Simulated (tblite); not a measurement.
Parent: `[CH3:1][SiH2:2][CH2:3][C@@H:4]([SiH3:5])[CH2:6][F:7]` with C1–Si2–C3–C4 48°, Si2–C3–C4–Si5 65°, C3–C4–C6–F7 -72°, C4H13FSi2.

The geometries are computed with GFN2-xTB (gas phase). One conformer each, not checked by frequencies here.

```csv
coordinate of the parent,value
C1–Si2,1.899 Å
Si2–C3,1.905 Å
C3–C4,1.531 Å
C4–Si5,1.915 Å
C4–C6,1.523 Å
C6–F7,1.378 Å
C1–Si2–C3,109.7°
Si2–C3–C4,116.2°
C3–C4–Si5,113.6°
C3–C4–C6,110.0°
Si5–C4–C6,108.8°
C4–C6–F7,110.6°
```

Question: How does the shared frame change in `[CH3:1][SiH2:2][CH2:3][C@H:4]([CH2:5][F:6])[SiH2:7][Cl:8]` with C1–Si2–C3–C4 -178°, Si2–C3–C4–C5 -71°, C3–C4–C5–F6 -68°, C3–C4–Si7–Cl8 -67°, C4H12ClFSi2? Atoms pair as C1 = C1, Si2 = Si2, C3 = C3, C4 = C4, Si5 = Si7, C6 = C5, F7 = F6 (parent first).

Answer: 
| parent | relative | value in the relative | change |
| --- | --- | --- | --- |
| C1–Si2 | C1–Si2 | 1.895 Å | -0.004 |
| Si2–C3 | Si2–C3 | 1.907 Å | +0.002 |
| C3–C4 | C3–C4 | 1.534 Å | +0.003 |
| C4–Si5 | C4–Si7 | 1.917 Å | +0.002 |
| C4–C6 | C4–C5 | 1.520 Å | -0.003 |
| C6–F7 | C5–F6 | 1.378 Å | 0.000 |
| C1–Si2–C3 | C1–Si2–C3 | 108.2° | -1.5 |
| Si2–C3–C4 | Si2–C3–C4 | 115.3° | -0.9 |
| C3–C4–Si5 | C3–C4–Si7 | 111.0° | -2.6 |
| C3–C4–C6 | C3–C4–C5 | 111.1° | +1.1 |
| Si5–C4–C6 | Si7–C4–C5 | 109.8° | +1.0 |
| C4–C6–F7 | C4–C5–F6 | 110.5° | -0.1 |

Of the parent's bonds, C1–Si2, C3–C4 and C4–C6 change most and about equally (-0.004 to +0.003 Å). Bonds of the relative outside the shared frame: Si7–Cl8 2.019 Å. Point group C1 → C1.

Question: How does the shared frame change in `[CH3:1][SiH2:2][CH2:3][C@H:4]([CH2:5][F:6])[SiH2:7][F:8]` with C1–Si2–C3–C4 172°, Si2–C3–C4–C5 -173°, C3–C4–C5–F6 -73°, C3–C4–Si7–F8 -81°, C4H12F2Si2? Atoms pair as C1 = C1, Si2 = Si2, C3 = C3, C4 = C4, Si5 = Si7, C6 = C5, F7 = F6 (parent first).

Answer: 
```json
{"parent": "C1–Si2", "relative": "C1–Si2", "value in the relative": "1.899 Å", "change": "0.000"}
{"parent": "Si2–C3", "relative": "Si2–C3", "value in the relative": "1.907 Å", "change": "+0.002"}
{"parent": "C3–C4", "relative": "C3–C4", "value in the relative": "1.532 Å", "change": "+0.001"}
{"parent": "C4–Si5", "relative": "C4–Si7", "value in the relative": "1.909 Å", "change": "-0.006"}
{"parent": "C4–C6", "relative": "C4–C5", "value in the relative": "1.524 Å", "change": "+0.001"}
{"parent": "C6–F7", "relative": "C5–F6", "value in the relative": "1.379 Å", "change": "+0.001"}
{"parent": "C1–Si2–C3", "relative": "C1–Si2–C3", "value in the relative": "108.0°", "change": "-1.7"}
{"parent": "Si2–C3–C4", "relative": "Si2–C3–C4", "value in the relative": "114.9°", "change": "-1.3"}
{"parent": "C3–C4–Si5", "relative": "C3–C4–Si7", "value in the relative": "113.8°", "change": "+0.2"}
{"parent": "C3–C4–C6", "relative": "C3–C4–C5", "value in the relative": "110.1°", "change": "+0.1"}
{"parent": "Si5–C4–C6", "relative": "Si7–C4–C5", "value in the relative": "109.2°", "change": "+0.4"}
{"parent": "C4–C6–F7", "relative": "C4–C5–F6", "value in the relative": "110.5°", "change": "-0.1"}
```

Of the parent's bonds, C4–Si5 changes most (-0.006 Å). Bonds of the relative outside the shared frame: Si7–F8 1.614 Å. Point group C1 → C1.
